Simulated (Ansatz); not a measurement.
`CO[Si](O)(O)O[SiH3]`. The species carries charge 0 and has multiplicity 1. The geometry is a stationary point of PBE0-D4/def2-TZVP. It is one conformer, not always the lowest.

```xyz
15

C    -2.052   -0.308   -1.138
O    -1.653    0.600   -0.135
Si   -0.113    0.828    0.335
O     0.835    1.545   -0.780
O    -0.166    1.787    1.649
O     0.561   -0.620    0.609
Si    2.000   -1.404    0.586
H    -1.641   -0.028   -2.113
H    -3.141   -0.288   -1.200
H    -1.731   -1.327   -0.900
H     0.742    2.492   -0.888
H    -0.928    1.689    2.222
H     1.873   -2.607    1.446
H     3.085   -0.534    1.108
H     2.328   -1.825   -0.800
```

What is the dipole moment at ωB97M-V/def2-TZVPP? (Estimate.)

Ansatz gave: 1.35 D, with components (-1.28, 0.23, -0.35) D in this frame, pointing from negative to positive charge.

And with PBE, r2SCAN, B3LYP? (An estimate is asked.)

Ansatz gave: PBE 1.32 D, r2SCAN 1.36 D, B3LYP 1.33 D.

Give the Mulliken charges with ωB97M-V, PBE, r2SCAN in def2-TZVPP. (Estimate.)

The calculation gave: 
```csv
atom,ωB97M-V,PBE,r2SCAN
C1,-0.18,-0.14,0.01
O2,-0.36,-0.30,-0.37
Si3,0.73,0.57,0.76
O4,-0.37,-0.35,-0.40
O5,-0.38,-0.35,-0.41
O6,-0.38,-0.30,-0.40
Si7,0.31,0.35,0.44
H8,0.12,0.10,0.06
H9,0.12,0.11,0.06
H10,0.12,0.10,0.06
H11,0.18,0.20,0.21
H12,0.19,0.20,0.21
H13,-0.04,-0.06,-0.08
H14,-0.03,-0.06,-0.07
H15,-0.04,-0.06,-0.08
```

B3LYP here is the variant with VWN-RPA as its local correlation; programs differ in this.
